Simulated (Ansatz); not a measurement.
Geometry optimisation, Ansatz, RHF/def2-SVP.

Input file:

```yaml
crystal:
  periodic: [false, false, false]
  atoms:
    - { symbol: O, position_ang: [-2.3148, -0.6945, 0.1584] }
    - { symbol: Ge, position_ang: [-0.9987, -1.7985, 0.0291] }
    - { symbol: Sn, position_ang: [1.1916, -0.5491, 0.5213] }
    - { symbol: "N", position_ang: [1.536, 1.0101, -0.8054] }
    - { symbol: Al, position_ang: [0.2103, 2.3501, -0.3313] }
    - { symbol: H, position_ang: [-2.2467, -0.0288, -0.6299] }
    - { symbol: H, position_ang: [-0.9106, -2.3862, -1.3971] }
    - { symbol: H, position_ang: [-1.1511, -2.9221, 1.0513] }
    - { symbol: H, position_ang: [1.1891, 0.0982, 2.2096] }
    - { symbol: H, position_ang: [2.5643, -1.6664, 0.3951] }
    - { symbol: H, position_ang: [1.158, 0.6386, -1.7155] }
    - { symbol: H, position_ang: [-0.88, 2.0195, 0.8015] }
    - { symbol: H, position_ang: [0.6731, 3.8944, -0.2723] }
basis:
  gaussian: { orbitals: def2-SVP }
hamiltonian:
  xc: hf
relax:
  f_tol: 0.015
  max_steps: 40
output:
  orbitals: {}
```

Command:

```bash
$ ansatz run input.yaml --threads 2 --pin off --max-ram 3072MiB --backend cpu --events-out ev --progress --plain --runs-dir out
```

**Question.** Where does it end, and by what steps?

**Answer.** The run converged. The force dipped under the threshold on the way, but the program's further checks kept it going. After 39 steps the energy has fallen by 1.925 eV; H11 moved furthest, 2.27 Å.

```tsv
step	energy less start (eV)	largest force component (eV/Å)	accepted
0	0.0000	3.523	yes
2	-1.3385	1.463	yes
4	-1.6271	1.858	yes
6	-1.8211	0.168	yes
8	-1.8378	0.072	yes
10	-1.8405	0.159	no
12	-1.8476	0.029	yes
14	-1.8517	0.165	yes
16	-1.8586	0.625	yes
18	-1.8739	0.209	yes
20	-1.8829	0.261	yes
22	-1.9004	0.325	no
24	-1.9111	0.079	yes
26	-1.9155	0.393	no
28	-1.9173	0.150	no
30	-1.9208	0.015	yes
32	-1.9224	0.128	yes
34	-1.9232	0.028	yes
36	-1.9240	0.164	yes
38	-1.9249	0.061	yes
39	-1.9252	0.015	yes
```

```xyz
13
Properties=species:S:1:pos:R:3
O -2.339 -0.709 0.769
Ge -1.096 -1.750 0.055
Sn 1.317 -0.767 0.529
N 1.382 1.185 -0.097
Al 0.145 2.284 -0.726
H -2.485 0.118 0.333
H -1.348 -1.894 -1.456
H -1.271 -3.108 0.740
H 1.706 -0.813 2.200
H 2.531 -1.632 -0.326
H 2.307 1.571 0.005
H -1.322 1.709 -0.890
H 0.494 3.771 -1.122
```

Whether the end is a true minimum wasn't checked by a vibrational analysis.

Run time: 3.2 min on 2 threads of Intel(R) Xeon(R) 6975P-C (Granite Rapids), on a shared host, peak memory 0.49 GiB.
